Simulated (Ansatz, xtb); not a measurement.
Pulling on the Zn1–H2 bond in H2SeZn (SMILES [ZnH][SeH]) (multiplicity 1 held, fragments rigid). Energies count from the point at 1.536 Å.
Geometry at that point (charge 0, multiplicity 1):
```csv
atom,x (Å),y (Å),z (Å)
Zn,-0.7092,-0.5098,-0.8288
H,-1.6137,-1.1646,-1.8828
Se,0.6540,0.5053,0.7407
H,0.6550,-0.7187,1.5618
```

Unrestricted levels (U-) break spin symmetry where that is lower. Active spaces are followed from a long bond inwards. Levels need not reach the same state.

Cores are frozen in the correlated methods. Filled d and f shells under p-block atoms count as core.

The values were computed with Ansatz (Gaussian basis) for Hartree–Fock, density functionals and correlated methods; xtb for the GFN methods. Values without a source in brackets are computed. The GFN methods have no spin term and hold the electronic entropy of 300 K.

Energies in kJ/mol.

| R (Å) | GFN2-xTB | U-MP2/def2-SVP | U-CCSD/def2-SVP | CASSCF(2,2)/def2-SVP | FIC-MRCISD on CASSCF(2,2)/def2-SVP | FIC-MRCISD+Q on CASSCF(2,2)/def2-SVP |
|---|---|---|---|---|---|---|
| 1.228 | 65 | 95 | 101 | 125 | 105 | 102 |
| 1.382 | 7 | 18 | 21 | 31 | 23 | 21 |
| 1.536 | 0 | 0 | 0 | 0 | 0 | 0 |
| 1.689 | 13 | 13 | 10 | 2 | 9 | 10 |
| 1.843 | 34 | 43 | 37 | 22 | 35 | 37 |
| 2.073 | 71 | 102 | 90 | 66 | 86 | 89 |
| 2.303 | 110 | 177 | 147 | 115 | 139 | 143 |
| 2.687 | 174 | 260 | 229 | 187 | 216 | 220 |
| 3.071 | 231 | 290 | 283 | 237 | 267 | 271 |
| 3.532 | 283 | 303 | 308 | 268 | 298 | 303 |
| 4.146 | 326 | 307 | 315 | 283 | 312 | 316 |
| 4.914 | 349 | 308 | 316 | 286 | 316 | 320 |

Doubts at one or more of the structures used: a spin-contaminated determinant (U-MP2/def2-SVP, U-CCSD/def2-SVP); T1 above 0.05 (U-CCSD/def2-SVP).

Ansatz is a first-principles code.
